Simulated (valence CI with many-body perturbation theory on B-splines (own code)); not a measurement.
E1 transitions of Au⁶⁺

Calculated by relativistic CI+MBPT: five valence electrons over a frozen Dirac-Fock core [Xe] 4f14, radial functions for each j: 7 s, 7 p, 8 d, 6 f, 4 g, 1 h, with the one-electron correlation potential Σ1, the two-electron term Σ2, the three-electron term Σ3, Breit, model QED; selected CI, second order for the rest, scaled by the run's own slope (own B-spline code, finite nucleus).

No measured levels were compared; by estimate terms of the open shell hold to 2 to 4 % of their energy, and close levels can change places; different configurations can be misplaced against each other by 1,000 to 8,000 cm⁻¹. Among the levels kept, up to 2100 cm⁻¹ of a level comes from second order outside the variational space, and about a tenth of that is noise between levels of different J, which matters for small intervals. The list stops below the first excitations out of the core.

Lines 251 to 300 of 600 in falling wavelength, among levels below 324750 cm⁻¹, chosen from the strongest by gf and those to the six lowest levels. Wavelengths and rates use the calculated energies, so an error of 2000 cm⁻¹ moves a line at 82.47 nm by 1.6 % and its rate by three times that or more. Electric multipoles are in the length gauge, E1 and E2 with the static RPA response of the core. Weak lines are less certain than strong ones. Lines between different terms over intervals too small for the method are left out, as are lines whose strength nearly cancels. Where a level lies close to another of its J and parity, the split of strength between their lines is uncertain. The highest levels of a list are the least certain.

Levels are named by their leading jj configuration (3d3/2^4 stands for four electrons in 3d with j = 3/2), which in mixed levels can hold well under half, so a name can repeat and another be missing. Letters in brackets count levels of one name in rising energy.

| λ vac (nm) | Upper | Lower | A (s⁻¹) | log gf | Branch % |
| --- | --- | --- | --- | --- | --- |
| 82.47 | (5d3/2^2 5d5/2^2 6p3/2) J=5/2 [h] | (5d3/2^2 5d5/2^2 6s) J=5/2 [d] | 1.04e+09 | -0.20 | 10.9 |
| 82.41 | (5d3/2^2 5d5/2^2 6p3/2) J=11/2 [b] | (5d3/2^2 5d5/2^2 6s) J=11/2 [a] | 1.35e+09 | 0.22 | 9.1 |
| 82.41 | (5d3/2^2 5d5/2^2 6p3/2) J=9/2 [d] | (5d3/2^2 5d5/2^2 6s) J=7/2 [c] | 6.86e+08 | -0.16 | 4.2 |
| 82.29 | (5d3/2^2 5d5/2^2 6p3/2) J=7/2 [f] | (5d3/2^2 5d5/2^2 6s) J=7/2 [c] | 5.40e+08 | -0.36 | 5.8 |
| 82.27 | (5d3/2^2 5d5/2^2 6p3/2) J=3/2 [d] | (5d3/2^2 5d5/2^2 6s) J=3/2 [a] | 1.19e+09 | -0.31 | 8.6 |
| 82.26 | (5d3/2 5d5/2^3 6p3/2) J=5/2 | (5d3/2^2 5d5/2^2 6s) J=5/2 [e] | 6.28e+08 | -0.42 | 3.7 |
| 82.26 | (5d3/2^2 5d5/2^2 6p3/2) J=5/2 [j] | (5d3/2^2 5d5/2^2 6s) J=3/2 [c] | 7.66e+08 | -0.33 | 5.8 |
| 82.23 | (5d3/2^2 5d5/2^2 6p3/2) J=5/2 [f] | (5d3/2^2 5d5/2^2 6s) J=5/2 [c] | 7.14e+08 | -0.36 | 4.3 |
| 82.20 | (5d3/2^2 5d5/2^2 6p3/2) J=9/2 [f] | (5d3/2^2 5d5/2^2 6s) J=9/2 [b] | 9.13e+08 | -0.03 | 10.2 |
| 82.18 | (5d3/2^2 5d5/2^2 6p3/2) J=13/2 [a] | (5d3/2^2 5d5/2^2 6s) J=11/2 [a] | 2.81e+09 | 0.60 | 50.5 |
| 82.12 | (5d3/2^2 5d5/2^2 6p3/2) J=5/2 [i] | (5d3/2^2 5d5/2^2 6s) J=7/2 [e] | 1.02e+09 | -0.21 | 5.4 |
| 82.04 | (5d3/2^2 5d5/2^2 6p3/2) J=9/2 [d] | (5d3/2^2 5d5/2^2 6s) J=7/2 [b] | 5.22e+08 | -0.28 | 3.2 |
| 82.02 | (5d3/2^2 5d5/2^2 6p3/2) J=3/2 [b] | (5d3/2^2 5d5/2^2 6s) J=1/2 [a] | 1.69e+09 | -0.17 | 9.4 |
| 81.99 | (5d3/2^2 5d5/2^2 6p3/2) J=7/2 [f] | (5d3/2^2 5d5/2^2 6s) J=5/2 [b] | 1.17e+09 | -0.03 | 12.6 |
| 81.93 | (5d3/2^2 5d5/2^2 6p3/2) J=7/2 [i] | (5d3/2^2 5d5/2^2 6s) J=7/2 [e] | 4.32e+08 | -0.46 | 2.5 |
| 81.90 | (5d3/2^2 5d5/2^2 6p3/2) J=3/2 [i] | (5d3/2^2 5d5/2^2 6s) J=3/2 [c] | 7.33e+08 | -0.53 | 6.0 |
| 81.80 | (5d3/2^2 5d5/2^2 6p3/2) J=9/2 [i] | (5d3/2^2 5d5/2^2 6s) J=9/2 [d] | 5.19e+08 | -0.28 | 7.5 |
| 81.79 | (5d3/2^2 5d5/2^2 6p3/2) J=7/2 [j] | (5d3/2^2 5d5/2^2 6s) J=7/2 [e] | 4.53e+08 | -0.44 | 3.6 |
| 81.73 | (5d3/2^2 5d5/2^2 6p3/2) J=1/2 [a] | (5d3/2^2 5d5/2^2 6s) J=3/2 [a] | 2.42e+09 | -0.31 | 14.6 |
| 81.63 | (5d3/2^2 5d5/2^2 6p3/2) J=5/2 [g] | (5d3/2^2 5d5/2^2 6s) J=3/2 [b] | 3.63e+08 | -0.66 | 3.1 |
| 81.61 | (5d3/2 5d5/2^3 6p1/2) J=11/2 [b] | (5d3/2^2 5d5/2^2 6s) J=9/2 [a] | 7.53e+08 | -0.04 | 7.9 |
| 81.47 | (5d3/2^2 5d5/2^2 6p3/2) J=9/2 [a] | (5d3/2^2 5d5/2^2 6s) J=7/2 [a] | 2.70e+09 | 0.43 | 52.9 |
| 81.47 | (5d3/2^4 6p3/2) J=3/2 | (5d3/2^4 6s) J=1/2 | 2.49e+09 | 0.00 | 19.4 |
| 81.41 | (5d3/2^3 5d5/2 6p3/2) J=5/2 [a] | (5d3/2^3 5d5/2 6s) J=3/2 [a] | 1.76e+09 | 0.02 | 21.7 |
| 81.38 | (5d3/2^2 5d5/2^2 6p3/2) J=5/2 [g] | (5d3/2^2 5d5/2^2 6s) J=5/2 [c] | 3.34e+08 | -0.70 | 2.9 |
| 81.17 | (5d3/2^3 5d5/2 6p3/2) J=5/2 [c] | (5d3/2^3 5d5/2 6s) J=7/2 | 1.24e+09 | -0.13 | 8.1 |
| 81.16 | (5d3/2^2 5d5/2^2 6p3/2) J=5/2 [b] | (5d3/2^3 5d5/2 6s) J=5/2 | 3.32e+08 | -0.71 | 2.0 |
| 81.15 | (5d3/2^2 5d5/2^2 6p3/2) J=7/2 [i] | (5d3/2^2 5d5/2^2 6s) J=7/2 [d] | 8.00e+08 | -0.20 | 4.7 |
| 81.05 | (5d3/2^2 5d5/2^2 6p3/2) J=7/2 [a] | (5d3/2^2 5d5/2^2 6s) J=5/2 [a] | 2.30e+09 | 0.26 | 46.2 |
| 80.51 | (5d3/2^2 5d5/2^2 6p3/2) J=7/2 [g] | (5d3/2^2 5d5/2^2 6s) J=5/2 [c] | 4.33e+08 | -0.47 | 2.1 |
| 80.43 | (5d3/2^2 5d5/2^2 6p3/2) J=11/2 [c] | (5d3/2^2 5d5/2^2 6s) J=13/2 | 5.83e+08 | -0.17 | 7.6 |
| 80.41 | (5d3/2^3 5d5/2 6p3/2) J=5/2 [b] | (5d3/2^2 5d5/2^2 6s) J=7/2 [a] | 5.90e+08 | -0.46 | 5.4 |
| 80.20 | (5d3/2^2 5d5/2^2 6p3/2) J=9/2 [c] | (5d3/2^2 5d5/2^2 6s) J=9/2 [a] | 8.08e+08 | -0.11 | 7.9 |
| 80.18 | (5d3/2^2 5d5/2^2 6p1/2) J=3/2 [d] | (5d3/2^2 5d5/2^2 6s) J=5/2 [a] | 6.30e+08 | -0.61 | 13.0 |
| 80.13 | (5d3/2 5d5/2^3 6p1/2) J=7/2 [a] | (5d3/2^2 5d5/2^2 6s) J=7/2 [a] | 4.71e+08 | -0.44 | 7.7 |
| 80.13 | (5d3/2^2 5d5/2^2 6p3/2) J=9/2 [e] | (5d3/2^2 5d5/2^2 6s) J=7/2 [c] | 1.94e+08 | -0.73 | 1.1 |
| 79.97 | (5d3/2^2 5d5/2^2 6p3/2) J=9/2 [e] | (5d3/2^2 5d5/2^2 6s) J=11/2 [a] | 7.12e+08 | -0.17 | 4.1 |
| 79.93 | (5d3/2^2 5d5/2^2 6p3/2) J=5/2 [g] | (5d3/2^2 5d5/2^2 6s) J=7/2 [c] | 9.02e+08 | -0.29 | 7.7 |
| 79.56 | (5d3/2^2 5d5/2^2 6p3/2) J=9/2 [i] | (5d3/2^2 5d5/2^2 6s) J=11/2 [b] | 5.22e+08 | -0.30 | 7.6 |
| 79.55 | (5d3/2^2 5d5/2^2 6p1/2) J=5/2 [c] | (5d3/2^3 5d5/2 6s) J=3/2 [a] | 8.19e+08 | -0.33 | 6.5 |
| 79.49 | (5d3/2^2 5d5/2^2 6p1/2) J=7/2 [c] | (5d3/2^2 5d5/2^2 6s) J=5/2 [a] | 3.13e+08 | -0.63 | 4.6 |
| 79.30 | (5d3/2 5d5/2^3 6p3/2) J=7/2 [b] | (5d3/2^2 5d5/2^2 6s) J=7/2 [e] | 7.24e+08 | -0.26 | 8.3 |
| 79.18 | (5d3/2^2 5d5/2^2 6p3/2) J=5/2 [a] | (5d3/2^2 5d5/2^2 6s) J=5/2 [a] | 9.82e+08 | -0.26 | 7.7 |
| 79.14 | (5d3/2 5d5/2^3 6p3/2) J=11/2 | (5d3/2^2 5d5/2^2 6s) J=9/2 [b] | 3.48e+08 | -0.41 | 4.6 |
| 78.97 | (5d3/2^2 5d5/2^2 6p3/2) J=11/2 [d] | (5d3/2^2 5d5/2^2 6s) J=13/2 | 2.10e+08 | -0.63 | 0.8 |
| 78.77 | (5d3/2^3 5d5/2 6p3/2) J=3/2 | (5d3/2^3 5d5/2 6s) J=3/2 [a] | 6.92e+08 | -0.59 | 3.4 |
| 78.72 | (5d3/2^2 5d5/2^2 6p3/2) J=9/2 [j] | (5d3/2^2 5d5/2^2 6s) J=7/2 [d] | 2.24e+08 | -0.68 | 1.7 |
| 78.55 | (5d3/2 5d5/2^3 6p1/2) J=9/2 [a] | (5d3/2^2 5d5/2^2 6s) J=7/2 [a] | 3.18e+08 | -0.53 | 4.9 |
| 78.50 | (5d3/2^2 5d5/2^2 6p3/2) J=9/2 [j] | (5d3/2^2 5d5/2^2 6s) J=11/2 [b] | 2.62e+08 | -0.62 | 1.9 |
| 78.36 | (5d3/2^3 5d5/2 6p3/2) J=7/2 | (5d3/2^3 5d5/2 6s) J=9/2 | 4.59e+08 | -0.47 | 2.7 |
